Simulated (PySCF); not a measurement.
CH₆O₂Si₃. Atoms are numbered in the order given.

```xyz
12

O      0.3474     2.4851     0.0547
C      0.5792     1.3071     0.0165
O      1.6602     0.7240     0.6667
Si     1.6214    -0.9812     0.2483
Si    -0.3167    -0.2574    -0.8302
Si    -2.3825    -0.7367     0.1746
H      1.5313    -1.8028     1.4996
H      2.8482    -1.3473    -0.5327
H     -0.3703    -0.1890    -2.3321
H     -3.3908     0.3198    -0.1835
H     -2.1825    -0.7630     1.6646
H     -2.8821    -2.0797    -0.2850
```

Coordinates come from a PBE-D3(BJ)/def2-SVP optimisation. The structure was generated by enumeration; whether it is a known compound was not checked.

Computed with PBE-D3(BJ)/def2-SVP (PySCF).

Frequencies are harmonic and unscaled.

Problem. Estimate the vibrational spectrum. (The exact figures need the calculation; the answer reports its results.)

Solution. 
| mode | ν (cm⁻¹) | IR (km/mol) | moving atoms (share of kinetic energy) |
|---|---|---|---|
| 1 | 60 | 1.1 | Si 50 %, O 39 %, H 11 % |
| 2 | 77 | 2.4 | Si 50 %, O 32 %, H 14 % |
| 3 | 91 | 0.2 | H 96 % |
| 4 | 130 | 0.8 | O 44 %, Si 35 %, H 21 % |
| 5 | 326 | 1.7 | Si 50 %, O 36 %, H 10 % |
| 6 | 361 | 3.8 | Si 54 %, H 23 %, O 17 % |
| 7 | 386 | 16.1 | Si 39 %, H 28 %, O 22 %, C 10 % |
| 8 | 411 | 3.4 | H 81 %, Si 14 % |
| 9 | 433 | 7.2 | H 47 %, C 21 %, Si 16 %, O 16 % |
| 10 | 463 | 4.0 | Si 64 %, H 22 %, O 10 % |
| 11 | 516 | 2.4 | H 70 %, Si 26 % |
| 12 | 553 | 8.8 | H 50 %, Si 25 %, C 17 % |
| 13 | 602 | 5.8 | O 32 %, Si 32 %, C 28 %, H 9 % |
| 14 | 623 | 38.7 | H 72 %, C 13 %, O 8 % |
| 15 | 648 | 9.8 | H 87 % |
| 16 | 686 | 70.8 | H 63 %, C 18 %, Si 14 % |
| 17 | 712 | 38.5 | H 75 %, Si 14 % |
| 18 | 815 | 61.0 | O 79 %, Si 9 % |
| 19 | 823 | 266.3 | H 89 %, Si 9 % |
| 20 | 896 | 31.4 | H 97 % |
| 21 | 898 | 32.2 | H 97 % |
| 22 | 918 | 155.9 | H 92 % |
| 23 | 1030 | 211.1 | C 50 %, O 34 %, H 13 % |
| 24 | 1824 | 323.3 | C 61 %, O 39 % |
| 25 | 2155 | 54.8 | H 98 % |
| 26 | 2158 | 34.2 | H 97 % |
| 27 | 2173 | 59.4 | H 96 % |
| 28 | 2179 | 40.9 | H 96 % |
| 29 | 2180 | 107.2 | H 98 % |
| 30 | 2195 | 93.1 | H 95 % |
